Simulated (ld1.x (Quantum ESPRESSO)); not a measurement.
# Which change was made? (P, RRKJ)

```json
{"Element": "P (Z = 15)", "Generator": "ld1.x (Quantum ESPRESSO) 7.5", "Type": "norm-conserving RRKJ (Kleinman–Bylander form)", "Functional": "LDA (PZ)", "Relativity": "non-relativistic", "Frozen core": "[Ne]", "Valence charge": "5", "Reference configuration": "3s2 3p2.5 (charge +0.5)", "Partial waves": "3p (bound): rc 1.75 bohr; 3d channel at -0.15 Ry: rc 1.40 bohr; 3s (bound): rc 1.35 bohr", "Local potential": "the s channel", "Core correction": "a·sin(br)/r model core inside 0.95 bohr", "rho0": "0.001"}
```

Cutoffs, loose and tight: the cutoffs (Ry, on a coarse ladder) from which the occupation-weighted sum of valence levels, in a spherical-Bessel basis at the reference potential, stays within 10 and 1 mRy of its value at 400 Ry. They do not see the model core or the augmentation charge, which bear on the density cutoff. Test errors are all-electron minus pseudo excitation energies from the reference, over the configurations 3s2 3p3; 3s2 3p2; 3s2 3p1; 3s2 3p0; 3s1 3p0; 3s1 3p4; 3s0 3p5 (two spin-polarised tests are not counted in the largest error); variants that change the core or the reference have their own tests. The largest error is taken over the tests solved by every variant that gives reliable tests at all, those not shown here included: 3s0 3p5; 3s1 3p0; 3s1 3p4; 3s2 3p0; 3s2 3p1; 3s2 3p2; 3s2 3p3.

The base gives: outcome: generated; cutoff, loose: 35 Ry; cutoff, tight: 80 Ry; bound ghosts: none; largest test error (meV): +206.

Problem. After one change the result is: outcome: generated; cutoff, loose: 30 Ry; cutoff, tight: 70 Ry; bound ghosts: none; largest test error (meV): +227. Which change was it?
A. all radii but the core radius scaled by about 0.90 (s 1.22, p 1.58, d 1.26 bohr)
B. wave 3s (bound): rc 1.35 bohr becomes 3s (bound): rc 1.14 bohr
C. local potential all-electron potential smoothed inside 1.65 bohr (lloc = -1)

Solution. C. The others give: wave 3s (bound): rc 1.35 bohr becomes 3s (bound): rc 1.14 bohr → outcome: generated; cutoff, loose: 60 Ry; cutoff, tight: 160 Ry; bound ghosts: none; largest test error (meV): +233 | all radii but the core radius scaled by about 0.90 (s 1.22, p 1.58, d 1.26 bohr) → outcome: generated; cutoff, loose: 50 Ry; cutoff, tight: 110 Ry; bound ghosts: none; largest test error (meV): +196.
